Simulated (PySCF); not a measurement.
## BrF: energy against distance

Set-up: basis Br cc-pVTZ-PP with ECP10, F cc-pVTZ; scalar-relativistic core potentials; PySCF 2.14. Energies in eV from Br + F in their ground configurations at the same level. State: ¹Σ⁺ (singlet), closed shell.

All columns are PBE0. A positive dipole means Br(−)F(+).

```csv
R (Å),E (eV),μ (D),Mulliken charge on Br (basis-dependent),HOMO (eV),LUMO (eV),Mayer bond order,⟨S²⟩
1.514,-1.341,-0.45,0.21,-8.01,-1.05,1.02,0.00
1.584,-2.059,-0.77,0.24,-8.26,-1.70,1.01,0.00
1.654,-2.447,-1.06,0.26,-8.48,-2.36,0.99,0.00
1.707,-2.581,-1.25,0.27,-8.64,-2.84,0.98,0.00
1.760,-2.615,-1.43,0.28,-8.78,-3.31,0.98,0.00
1.813,-2.574,-1.60,0.28,-8.91,-3.75,0.97,0.00
1.883,-2.431,-1.79,0.29,-9.08,-4.30,0.96,0.00
1.971,-2.161,-2.01,0.29,-9.25,-4.92,0.96,0.00
2.077,-1.761,-2.24,0.29,-9.44,-5.57,0.95,0.00
2.218,-1.180,-2.49,0.28,-9.63,-6.28,0.95,0.00
```

A fit through these points gives, at Re = 1.755 Å, μ = -1.42 D and dμ/dR = -3.26 D/Å; the reduced mass is 15.31 u.

**Question.** How strong is the fundamental in the double-harmonic approximation, I = 42.26·(dμ/dR)²/μred km/mol?

**Answer.** I = 42.26·(-3.26)²/15.31 = 29.3 km/mol at PBE0.
